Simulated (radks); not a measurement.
Results of a calculation; reference values are marked as such.
Question: Spherical quantum dot in the effective-mass picture: electrons in a parabolic well V = omega^2 r^2 / 2 with omega = 1.06, all in effective atomic units (hartree* = m*/eps^2 hartree, bohr* = eps/m* bohr), one dielectric constant everywhere. Level of theory: non-relativistic Kohn-Sham, LDA (Slater exchange, Perdew-Wang correlation), spin-polarised, spherical densities (a radial shooting solver with Libxc functionals). Levels are named by radial order and angular momentum (1s, 1p, 1d, 2s, ...), and open shells are averaged over m. At N = 32 the configuration is 1s2 1p6 1d10 2s2 1f(up 7, down 5). Does electron 33 go into 1f down or 2p down or 2p up?

Answer: Into 1f down. The total energies of the other choices lie higher by 0.142 hartree* (2p up), 0.153 hartree* (2p down).
